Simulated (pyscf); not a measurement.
## S=SiH–Cl, singlet

Gas-phase minimum from PySCF at ωB97X-D3(BJ)/def2-SVP, one conformer. 

```
Si
H 1 1.4788
S 1 1.9255 2 128.11
Cl 1 2.0397 2 106.00 3 -179.89
```

Properties at ωB97X-D3(BJ)/def2-SVP:

```json
{
  "harmonic_wavenumbers_unscaled": "215, 520, 547, 800, 885, 2316 cm⁻¹",
  "zero_point_energy": "7.6 kcal/mol",
  "rotational_symmetry_number": "1",
  "Entropy of this conformer at 298 K and 1 atm, rigid rotor and harmonic oscillator, modes under 100 cm⁻¹ raised to 100": "286.4 J/(mol K)",
  "dipole_moment": "2.37 D"
}
```

Single-point totals, which compare only within one level (frozen core for MP2 and CC):

```csv
level,total energy (hartree)
ωB97X-D3(BJ)/def2-TZVP,-1148.61845
PBE/def2-TZVP,-1148.07646
r²SCAN/def2-TZVP,-1148.49975
B3LYP-D3(BJ)/def2-TZVP,-1148.64100
PBE0-D3(BJ)/def2-TZVP,-1148.17338
M06-2X/def2-TZVP,-1148.52724
ωB97M-D3(BJ)/def2-TZVP,-1148.72273
HF/def2-TZVPP,-1146.64253
MP2/def2-TZVPP,-1147.11011
CCSD/def2-TZVPP,-1147.14685
CCSD(T)/def2-TZVPP,-1147.17232
```

The CCSD(T) − MP2 part came from Ansatz, without density fitting, on the same reference.
